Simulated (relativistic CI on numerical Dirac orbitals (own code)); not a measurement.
# Spin-allowed bands of a d2 ion in an octahedral site, by hand

Problem. Take Δ = 15390 cm⁻¹ and B = 570 cm⁻¹ for a d2 ion in an octahedral site. Calculate the three spin-allowed bands.

Working.
1. The terms of highest spin are 3F (energy 0) and 3P (15B = 8550 cm⁻¹). Here the F term splits into A2 at +1.2Δ = 18468, T2 at +0.2Δ = 3078 and T1 at −0.6Δ = -9234 cm⁻¹.
2. The two T1 states mix through the element 0.4Δ: H = [[-9234, 6156], [6156, 8550]], with roots ½(H₁₁ + H₂₂) ∓ ½√[(H₂₂ − H₁₁)² + 4H₁₂²] = ½(-684) ∓ ½(21630) = -11157 and 10473 cm⁻¹.
3. The ground term is 3T1 at -11157 cm⁻¹.
4. Bands: 3T2 14235 cm⁻¹ (702 nm), 3T1(P) 21630 cm⁻¹ (462 nm), 3A2 29625 cm⁻¹ (338 nm).

Check. Exact diagonalisation of the whole d2 shell with these parameters gives 3T2 14235, 3T1 21630, 3A2 29625 cm⁻¹. The match is exact, since without spin-orbit coupling no other term has this spin. The ratio of the second band to the first, 1.519, depends on Δ/B = 27.0 alone, which is how a Tanabe-Sugano diagram is read.
